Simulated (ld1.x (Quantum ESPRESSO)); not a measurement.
# Which change was made? (Nb, TM semilocal)

```json
{"Element": "Nb", "Generator": "ld1.x (Quantum ESPRESSO) 7.5", "Type": "norm-conserving Troullier–Martins (semilocal form)", "Functional": "PBEsol", "Relativity": "scalar-relativistic", "Frozen core": "[Ar] 3d10", "Valence charge": "13", "Reference configuration": "4s2 4p6 4d2 5s0 5p0 (charge +3)", "Partial waves": "4s (bound): rc 1.65 bohr; 4p (bound): rc 2.20 bohr; 4d (bound): rc 1.55 bohr", "Local potential": "the d channel", "Core correction": "Bessel-smoothed model core, default radius (core density twice the valence density)"}
```

Cutoffs, loose and tight: the cutoffs (Ry, on a coarse ladder) from which the occupation-weighted sum of valence levels, in a spherical-Bessel basis at the reference potential, stays within 10 and 1 mRy of its value at 400 Ry. They do not see the model core or the augmentation charge, which bear on the density cutoff. Test errors are all-electron minus pseudo excitation energies from the reference, over the configurations 4s2 4p6 4d4 5s1 5p0; 4s2 4p6 4d4 5s0 5p0; 4s2 4p6 4d3 5s0 5p0; 4s2 4p6 4d3 5s1 5p1; 4s2 4p6 4d4 5s0 5p1; 4s2 4p6 4d1 5s0 5p0; 4s2 4p6 4d5 5s0 5p0; variants that change the core or the reference have their own tests.

The base gives: outcome: generated; cutoff, loose: 50 Ry; cutoff, tight: 70 Ry; bound ghosts: none; largest test error (meV): +728.

On the changes marked as counting shells twice: ld1.x takes every shell without a wave as core, so the model core holds the marked electrons as well and exchange and correlation see them twice. This cancels in the reference configuration, but the file is broken for other ones, and its errors say nothing about a proper core correction.

After one change the result is: outcome: generated; cutoff, loose: 70 Ry; cutoff, tight: 110 Ry; bound ghosts: none; largest test error (meV): +729. Which change was it?
A. reference 4s2 4p6 4d3 5s2 5p0 (5s counted twice)
B. wave 4d (bound): rc 1.55 bohr becomes 4d (bound): rc 1.22 bohr
C. wave 4s (bound): rc 1.65 bohr becomes 4s (bound): rc 1.32 bohr

B. The others give: reference 4s2 4p6 4d3 5s2 5p0 (5s counted twice) → outcome: generated, misses its reference levels by 0.59 eV; cutoff, loose: 50 Ry; cutoff, tight: 70 Ry; bound ghosts: none; largest test error (meV): -3802 | wave 4s (bound): rc 1.65 bohr becomes 4s (bound): rc 1.32 bohr → outcome: generated; cutoff, loose: 80 Ry; cutoff, tight: 140 Ry; bound ghosts: none; largest test error (meV): +239.
